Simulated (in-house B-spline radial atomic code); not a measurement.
A fraction x of an electron is moved 3d → 4f in Se3+, starting from [Ar] 3d10 4s2 4p1 and keeping the highest spin. Computed with an all-electron radial atomic-structure program (B-spline basis): non-relativistic wB97X, spin-polarised, spherical fractional occupations, point nucleus.

Caution: exact exchange at fractional occupations of open shells leaves self-interaction of up to several eV.

```tsv
x	E(x) - E(0) (eV)	3d down level (eV)	4f up level (eV)
0	0.0000	-97.370	-
0.125	11.3183	-99.655	-8.054
0.25	?	?	?
0.375	34.7203	-104.173	-8.600
0.5	46.7870	-106.391	-8.901
0.625	?	?	?
0.75	71.6326	-110.759	-9.494
0.875	84.4076	-112.914	-9.781
1	97.4152	-115.051	-10.063
```

(1) What belongs in the row x = 0.25?

(2) What belongs in the row x = 0.625?

(3) Check Janak's theorem between x = 0.375 and 0.5.

Results:

(1) An energy change of 22.8954 eV; 3d down at -101.927 eV, 4f up at -8.308 eV.

(2) An energy change of 59.0919 eV; 3d down at -108.586 eV, 4f up at -9.201 eV.

(3) The slope of the energy is 96.53 eV; the orbital levels give 96.53 eV (ε of the receiving orbital less ε of the emptying one, averaged over the two points).
